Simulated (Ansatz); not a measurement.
Computed with Ansatz on PBE0-D4/def2-TZVP structures; ΔE is electronic, products minus reactants. CBS: MP2 limit from def2 TZ/QZ plus the TZ coupled-cluster correction, frozen cores. Functionals use def2-TZVPP. B3LYP here is the variant with VWN-RPA as its local correlation; programs differ in this. def2 core potentials past Kr. For Sn outer-core shells are correlated without core-valence functions, which leaves a few kJ/mol of doubt a bond. One conformer a species, not always the lowest.

Reaction (isomerisation): `O[CH]([SiH3])[SnH3]` → `[SiH3]C[O][SnH3]`

| level | ΔE (kJ/mol) | difference from CCSD(T)/CBS |
| --- | --- | --- |
| PBE-D4 | -35.7 | 5.2 |
| r2SCAN-D4 | -42.7 | -1.8 |
| PBE0-D4 | -36.1 | 4.8 |
| B3LYP-D4 | -45.1 | -4.2 |
| ωB97X-V | -45.0 | -4.1 |
| ωB97M-V | -40.6 | 0.3 |
| B2PLYP | -47.5 | -6.6 |
| PBE | -37.9 | 3.0 |
| r2SCAN | -43.1 | -2.2 |
| PBE0 | -38.0 | 2.9 |
| B3LYP | -48.8 | -7.9 |
| HF/def2-TZVPP | -60.3 | -19.4 |
| MP2/def2-TZVPP | -38.9 | 2.0 |
| SCS-MP2/def2-TZVPP | -44.9 | -4.0 |
| CCSD/def2-TZVPP | -41.7 | -0.8 |
| CCSD(T)/def2-TZVPP | -39.9 | 1.0 |
| HF/def2-QZVPP | -62.1 | -21.2 |
| MP2/def2-QZVPP | -40.1 | 0.8 |
| SCS-MP2/def2-QZVPP | -46.0 | -5.1 |
| HF/CBS(def2) | -62.3 | -21.4 |
| MP2/CBS(def2) | -40.0 | 0.9 |
| CCSD/CBS(def2) | -42.8 | -1.9 |
| CCSD(T)/CBS | -40.9 | 0 |

Largest T1 diagnostic among the species: 0.014.

The D4 term adds +3.7 kJ/mol with B3LYP and +1.9 kJ/mol with PBE0; it sums over pairs of atoms, weighted by their polarisabilities, and B3LYP, whose exchange is more repulsive, gets the larger term. In def2-TZVPP, CCSD(T) changes the Hartree–Fock value by +20.5 kJ/mol (the triples alone add +1.9 kJ/mol) and MP2 by +21.4 kJ/mol.
